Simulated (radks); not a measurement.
Q: The mean radii <r> (bohr) of the occupied orbitals of an atom or ion are listed with their occupations. Method: scalar-relativistic Kohn-Sham, exchange-only PBE, spin-polarised, spherical densities, point nucleus; computed with a radial shooting solver on a logarithmic mesh with Libxc functionals.

| orbital | occ. | <r> |
|---|---|---|
| 1s up | 1 | 0.02274 |
| 1s down | 1 | 0.02274 |
| 2s up | 1 | 0.09700 |
| 2s down | 1 | 0.09700 |
| 2p up | 3 | 0.08547 |
| 2p down | 3 | 0.08547 |
| 3s up | 1 | 0.2550 |
| 3s down | 1 | 0.2548 |
| 3p up | 3 | 0.2534 |
| 3p down | 3 | 0.2532 |
| 3d up | 5 | 0.2311 |
| 3d down | 5 | 0.2308 |
| 4s up | 1 | 0.5796 |
| 4s down | 1 | 0.5792 |
| 4p up | 3 | 0.6139 |
| 4p down | 3 | 0.6133 |
| 4d up | 5 | 0.6716 |
| 4d down | 5 | 0.6709 |
| 5s up | 1 | 1.378 |
| 5p up | 3 | 1.586 |
| 5p down | 3 | 1.635 |
| 4f up | 6 | 0.9355 |

Name the element and its charge. Open shells, if any, are filled with parallel spins first.

A: Z = 62, samarium, charge +3: Sm3+ in [Kr] 4d10 4f6 5s1 5p6. The 1s radius gives Z: for a bare nucleus <r> = (2 gamma + 1)/(2Z) with gamma = sqrt(1 - (Z/c)^2), 0.02245 bohr for Z = 62, and screening makes it slightly larger (0.02274 here). The occupations add up to 59, and the charge is Z minus that.
